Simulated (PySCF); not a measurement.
AgF, SMILES [F][Ag], multiplicity 1. Geometry optimised at B3LYP-D3(BJ)/def2-TZVPD. The spin state was assumed, not searched. The def2 effective core potentials stand for the cores of Ag; spin–orbit coupling is left out.

Computed equilibrium geometry at B3LYP-D3(BJ)/def2-TZVPD (PySCF confirms it by a frequency run) as Cartesian coordinates in Å, and its point group:
point group C∞v.
```xyz
2

Ag     0.0000     0.0000    -0.3217
F      0.0000     0.0000     1.6798
```
